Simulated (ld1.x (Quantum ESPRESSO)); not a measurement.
**iron: one change to a TM potential, before and after**

ld1.x (Quantum ESPRESSO) 7.5 input, shortened:

```
&input
   title='Fe', zed=26., rel=1, dft='PZ', iswitch=3,
   config='[Ar] 3d6 4s0 4p0'
 /
 &inputp
   pseudotype=2, tm=.true., lloc=-1, rcloc=1.20,
   nlcc=.true., rcore=1.00
 /
3
3S  1  0   2.00   0.00  1.35  1.35  0.0
3P  2  1   6.00   0.00  1.05  1.05  0.0
3D  3  2   6.00   0.00  1.25  1.25  0.0
 &test
   configts(1)='3s2 3p6 3d6 4s0 4p0'
 /
```

All-electron outer shells of the reference configuration (LDA (PZ), scalar-relativistic, ld1.x):

| shell | level (eV) | outermost node (bohr) | outermost maximum (bohr) |
| --- | --- | --- | --- |
| 2p | -716.31 | – | 0.18 |
| 3s | -112.05 | 0.33 | 0.70 |
| 3p | -78.48 | 0.30 | 0.72 |
| 3d | -26.03 | – | 0.71 |
| 4s | -20.37 | 1.00 | 2.15 |
| 4p | -14.32 | 1.08 | 2.53 |

Change: all radii but the core radius scaled by about 1.34 (s 1.80, p 1.40, d 1.68 bohr); local potential all-electron potential smoothed inside 1.60 bohr (lloc = -1).

Cutoffs: the cutoffs (Ry, on a coarse ladder) from which the occupation-weighted sum of valence levels, in a spherical-Bessel basis at the reference potential, stays within 10 and 1 mRy of its value at 400 Ry; they do not see the model core or the augmentation charge, which bear on the density cutoff. Errors are all-electron minus pseudo energies relative to the spin-unpolarised reference configuration.

Predict the effect on cutoff, ghosts and configuration errors.

The potential gets softer (140 Ry and 230 Ry → 90 Ry and 160 Ry); of the 9 tests that both files solve, the error grows in 8 and shrinks in 1 by more than 15 % and 0.3 meV (median size 138.8 → 1274.7 meV); neither file shows a bound ghost. A larger radius leaves more room for a smooth pseudo-wave, so fewer plane waves are needed.

```csv
quantity,base,changed
"cutoff, loose",140 Ry,90 Ry
"cutoff, tight",230 Ry,160 Ry
loose cutoff by channel (10 mRy a level),"s 45 Ry, p 55 Ry, d 120 Ry","s 21 Ry, p 55 Ry, d 80 Ry"
bound ghosts,none,none
"error for 3s2 3p6 3d6 4s2 4p0, meV [ΔE -25.47 eV]",+139,+1275
"error for 3s2 3p6 3d6 4s1 4p0, meV [ΔE -16.49 eV]",+91,+824
"error for 3s2 3p6 3d5 4s0 4p0, meV [ΔE 34.53 eV]",+3.6,+28
"error for 3s2 3p5 3d6 4s2 4p0, meV [ΔE 42.11 eV]",+239,+2095
"error for 3s2 3p6 3d5 4s2 4p0, meV [ΔE -11.00 eV]",+272,+2175
"error for 3s1 3p6 3d6 4s2 4p0, meV [ΔE 75.92 eV]",+121,+1814
"error for 3s2 3p6 3d6 4s1.5 4p0, meV [ΔE -21.88 eV]",+119,+1089
"error for 3s2 3p6 3d6 4s0 4p0 (spin-polarised), meV [ΔE -3.59 eV]",+390,+309
"error for 3s2 3p6 3d6 4s2 4p0 (spin-polarised), meV [ΔE -28.86 eV]",+505,+1531
```
